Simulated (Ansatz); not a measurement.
Job for Ansatz (a first-principles code): R-CCSD(T)/aug-cc-pVTZ on BH5O (a complex).

Ansatz 0.2 input:
```yaml
crystal:
  periodic: [false, false, false]
  atoms:
    - {symbol: B, position_ang: [0.21063250, 0.24930107, 0.78962312]}
    - {symbol: H, position_ang: [0.61722313, -0.76718016, 0.28698297]}
    - {symbol: H, position_ang: [-0.85291573, 0.63723910, 0.39399765]}
    - {symbol: H, position_ang: [1.03722783, 1.09088237, 1.00556400]}
    - {symbol: O, position_ang: [-0.19007776, -0.24781612, 2.39681354]}
    - {symbol: H, position_ang: [-0.84490733, -0.95700487, 2.35264028]}
    - {symbol: H, position_ang: [0.59934588, -0.61042386, 2.81993076]}
basis:
  gaussian:
    orbitals: aug-cc-pVTZ
magnetization: {spin_polarized: false}
correlation: {method: ccsd_t, electrons: outside_noble_gas}
scf: {lower_state_search: off}
```

The head of its log:

```
WARN ansatz: RAYON_NUM_THREADS=1 ignored (pool sized by the plan → 1); use --threads N
Functional definition: HF
these checks for a lower state are left out or cut short: stability, starts, cluster_reference, orbital_swaps, neighbouring_geometries, increment
integrals: 0.92 GiB planned
1162 factors; integrals over basis functions are off by at most 1.0e-3 eV
mean field: 0.49 GiB planned
mean field evaluation 1: about -2786.3869 eV, gradient 3.0e1 eV
mean field evaluation 2: about -2786.3871 eV, gradient 3.0e1 eV
mean field evaluation 4: about -2788.3194 eV, gradient 3.1e0 eV
mean field evaluation 8: about -2788.3460 eV, gradient 1.3e-4 eV
mean field -2788.34603448 eV, -102.4698267583 hartree, gradient 1.1e-6 eV, S^2 0.000000; 0 other end points of the search recorded, 0 dependent functions left out
2 core orbitals not correlated
reference -2788.34603448 eV, -102.4698267583 hartree; 7, 7 occupied and 198, 198 virtual orbitals, 1162 factors
```

Question: Give the final energy of this run.

Answer: -102.9044 hartree (reference determinant -102.4698, T1 diagnostic 0.009).
